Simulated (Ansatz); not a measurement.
Cost and result for the atomization energy of CH₇BGeOSi, SMILES `OB1C[SiH]1[GeH3]` (12 atoms, 12 bonds).

```xyz
12

O    -0.8926   -0.5711   -2.7249
B    -0.4943   -0.6116   -1.4481
C    -0.9595   -1.2654   -0.1320
Si    0.7384   -0.3700    0.0544
Ge    0.7148    1.4956    1.5069
H    -0.2897   -0.0822   -3.2921
H    -1.7726   -0.7763    0.4072
H    -1.0396   -2.3502   -0.0650
H     1.9225   -1.2592    0.1949
H    -0.6411    2.2089    1.3601
H     0.8857    1.0827    2.9802
H     1.8280    2.4987    1.1583
```

Total charge 0; spin multiplicity 1. Correlated methods include outer-core shells of Ge, which these sets cover unevenly. Scalar relativity is left out up to krypton. All single points use the PBE0-D4/def2-TZVP geometry. It is one conformer, not always the lowest. Program: Ansatz. All runs use 4 threads of an Arm Neoverse N1 on a shared host. Times are those of one run each, without the atoms' runs, and a repeat can differ threefold. Electronic energies, without spin–orbit coupling; frozen cores. CCSD(T)/CBS adds CCSD(T) − MP2 in def2-TZVPP to the MP2 limit, and its time is that of the two runs behind it. T1 = 0.014. With those shells the extrapolation isn't a true limit. B3LYP takes the VWN-RPA correlation (the form of Gaussian; ORCA's B3LYP/G).

CCSD(T)/CBS is a level of theory with its own doubt, some kJ/mol a heavy atom from the limit and from the frozen cores, so smaller differences don't rank the functionals.

| level | functions | wall time | atomization (kcal/mol) | difference from CCSD(T)/CBS | per bond |
| --- | --- | --- | --- | --- | --- |
| PBE-D4/def2-TZVPP (with forces) | 281 | 5.5 s | 990.6 | 14.8 | 1.2 |
| PBE0-D4/def2-TZVPP | 281 | 7.5 s | 977.2 | 1.4 | 0.1 |
| r2SCAN-D4/def2-TZVPP (with forces) | 281 | 11 s | 984.6 | 8.8 | 0.7 |
| B3LYP-D4/def2-TZVPP (with forces) | 281 | 12 s | 973.4 | -2.4 | -0.2 |
| B2PLYP/def2-TZVPP | 281 | 14 s | 963.3 | -12.5 | -1.0 |
| ωB97X-V/def2-TZVPP | 281 | 19 s | 981.4 | 5.6 | 0.5 |
| ωB97M-V/def2-TZVPP (with forces) | 281 | 28 s | 976.7 | 0.9 | 0.1 |
| MP2/def2-QZVPP | 540 | 59 s | 976.5 | 0.7 | 0.1 |
| CCSD(T)/def2-TZVPP | 281 | 9.8 min | 953.2 | -22.6 | -1.9 |
| CCSD(T)/CBS(def2) | – | 11 min | 975.8 | 0.0 | 0.0 |

The D4 term adds +9.8 kcal/mol with B3LYP and +5.2 kcal/mol with PBE0; it sums over pairs of atoms, weighted by their polarisabilities, and B3LYP, whose exchange is more repulsive, gets the larger term. From PBE to PBE0 (25 % exact exchange), in def2-TZVPP and without D4, the atomization energy moves by −12.6 kcal/mol: exact exchange takes away binding that semilocal exchange gives to molecules. In def2-TZVPP, CCSD(T) changes the Hartree–Fock value by +239.7 kcal/mol (the triples alone add +14.5 kcal/mol) and MP2 by +249.7 kcal/mol; breaking electron pairs costs correlation energy, which Hartree–Fock lacks.
